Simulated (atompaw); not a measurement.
nickel (Ni): PAW (atompaw) pseudisation with PBE, scalar-relativistic reference atom.

Input for atompaw 4.2.0.5:

```
Ni 28
GGA-PBE scalarrelativistic loggrid 1500 logderivrange -3 5 201
4 4 3 0 0 0
4 1 0
3 2 8
0 0 0
c
c
c
v
c
c
v
v
2
3.00 2.85 2.45 2.10
y
4.45
n
y
0.6
n
y
1.4
n
custom polynom gramschmidtortho sinc
bessel
3.00
1.70
3.00
3.00
1.10
1.10
PWSCFOUT
UPFDX 0.0125d0 UPFXMIN -7.d0 UPFZMESH 28.d0
END
```

Command:

```bash
atompaw < Ni.input > Ni.log
```

The program printed (summary file):

```
Completed calculations for Ni (AE)

 Exchange-correlation type: GGA, Perdew-Burke-Ernzerhof

 Radial integration grid is logarithmic
 r0 =   2.9784097E-04 h =   8.3395472E-03   n =      1500 rmax =   8.0000000E+01

 Scalar relativistic calculation

 AEatom converged in  44 iterations
   nz     =  28.00
   delta  =       6.976683904586E-17

 All Electron Orbital energies:
  n  l      occupancy      energy
  1  0      2.0000000E+00 -6.0358607E+02
  2  0      2.0000000E+00 -7.2163318E+01
  3  0      2.0000000E+00 -8.1627107E+00
  4  0      2.0000000E+00 -4.1475541E-01
  2  1      6.0000000E+00 -6.2083048E+01
  3  1      6.0000000E+00 -5.2469208E+00
  4  1      0.0000000E+00 -9.0035740E-02
  3  2      8.0000000E+00 -6.5223644E-01

 Total energy
   Total                    :    -3041.07438344092498

 ---
 Completed calculations for Ni (SC)

 Exchange-correlation type: GGA, Perdew-Burke-Ernzerhof

 Radial integration grid is logarithmic
 r0 =   2.9784097E-04 h =   8.3395472E-03   n =      1500 rmax =   8.0000000E+01

 Scalar relativistic calculation

 SCatom converged in   2 iterations
   nz     =  28.00
   delta  =       7.443114027804E-17

 Valence Electron Orbital energies:
  n  l      occupancy      energy
   4  0      2.0000000E+00 -4.1475541E-01
   4  1      0.0000000E+00 -9.0035740E-02
   3  2      8.0000000E+00 -6.5223644E-01

 Total energy
   Total                    :    -3041.07438344444563
   Valence                  :     -185.18230023574358

 PAW parameters:
       lmax =            2
         rc =    3.0176839140733493
        irc =         1107
   rc_shape =    2.8703881769783988
    rc_vloc =    2.4497306057229720
    rc_core =    2.1082253355666856
   Vloc: truncated form - Vps(r)=A.sin(qr)/r for r<rc
   Projector type: polynomial pseudization + Gram-Schmidt ortho.
   Sinc^2 compensation charge shape zeroed at   2.8704E+00

 Number of basis functions     6
 No.   n  nodes  l      Energy         Cp coeff         Occ
  1    4    3    0   -0.4147554E+00  0.1000000E+01  0.2000000E+01
  2  999    4    0    0.4450000E+01  0.8122552E-01  0.0000000E+00
  3    4    2    1   -0.9003574E-01  0.1000000E+01  0.0000000E+00
  4  999    3    1    0.6000000E+00  0.1786116E-01  0.0000000E+00
  5    3    0    2   -0.6522364E+00  0.1000000E+01  0.8000000E+01
  6  999    1    2    0.1400000E+01  0.1470710E+00  0.0000000E+00

 Eigenvalues of overlap operator (in the basis of projectors):
    1        2.07415256E-01
    2        6.94481347E-01
    3        1.34507144E+00
    4        5.97927308E+00
    5        7.47864795E+00
    6        7.34116471E+03

 Orbital leakage outside PAW augmentation regions
   orb  is_core?  %out_of_sphere
   1 0    T           0.00
   2 0    T           0.00
   3 0    T           0.00
   4 0    F          36.13
   2 1    T          -0.00
   3 1    T           0.00
   4 1    F          72.39
   3 2    F           1.20

 Summary of PAW energies
   Total valence energy     :   -185.18229075159070
   Smooth energy            :     49.83935841561912
   One center               :   -235.02164916720983
   Smooth kinetic           :     59.45499754470009
   Vloc energy              :     -1.72936775515425
   Smooth exch-corr         :     -8.79555777131890
   One-center xc            :   -117.65883726073739
```

The run took about 5.5 s on one core of a shared server CPU.
